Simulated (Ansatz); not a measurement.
These are frozen-core CCSD(T)/cc-pVTZ // PBE-D3(BJ)/def2-TZVP (Ansatz, a program for electronic structure) values and carry that method's errors.

Ansatz 0.2 input:
```yaml
crystal:
  periodic: [false, false, false]
  atoms:
    - { symbol: O, position_ang: [-0.985529, -1.014304, -0.188811] }
    - { symbol: Si, position_ang: [0.015947, 0.27953, -0.065323] }
    - { symbol: O, position_ang: [1.53144, -0.188374, -0.455881] }
    - { symbol: Cl, position_ang: [-0.471689, 1.773844, -1.367354] }
    - { symbol: Cl, position_ang: [-0.097145, 1.035177, 1.848855] }
    - { symbol: H, position_ang: [-1.866246, -0.923908, 0.207765] }
    - { symbol: H, position_ang: [1.873223, -0.961967, 0.02075] }
basis:
  gaussian: { orbitals: cc-pVTZ }
correlation:
  method: ccsd_t
```

Output:

```
Functional definition: HF
1136 factors; integrals over basis functions are off by at most 1.2e-3 eV
mean field evaluation 1: about -36980.5304 eV, gradient 4.7e1 eV
mean field evaluation 2: about -36980.8111 eV, gradient 4.7e1 eV
mean field evaluation 4: about -36984.6734 eV, gradient 2.7e0 eV
mean field evaluation 8: about -36984.7168 eV, gradient 2.5e-1 eV
mean field evaluation 16: about -36980.5301 eV, gradient 4.7e1 eV
mean field -36984.71704217 eV, -1359.1632821581 hartree, gradient 3.6e-6 eV, S^2 0.000000; 0 other end points of the search recorded, 0 dependent functions left out
17 core orbitals not correlated
reference -36984.71704217 eV, -1359.1632821581 hartree; 16, 16 occupied and 157, 157 virtual orbitals, 1136 factors
second order -26.37970798 eV of doubles, -0.00000000 eV of singles
cycle   1  -26.68124627 eV  change   -3.0e-1 eV  update   9.6e-2
cycle   2  -27.20091928 eV  change   -5.2e-1 eV  update   2.6e-2
cycle   3  -27.31276154 eV  change   -1.1e-1 eV  update   1.3e-2
cycle   4  -27.29866113 eV  change    1.4e-2 eV  update   2.6e-3
cycle   5  -27.29810784 eV  change    5.5e-4 eV  update   1.1e-3
cycle   6  -27.29853456 eV  change   -4.3e-4 eV  update   3.1e-4
cycle   7  -27.29831635 eV  change    2.2e-4 eV  update   1.1e-4
cycle   8  -27.29829793 eV  change    1.8e-5 eV  update   2.9e-5
perturbative correction -1.06633636 eV, -0.0391871385 hartree
Total energy: -37013.08167646 eV, -1360.2056632420 hartree
```

Cost: very roughly 80 core-seconds.
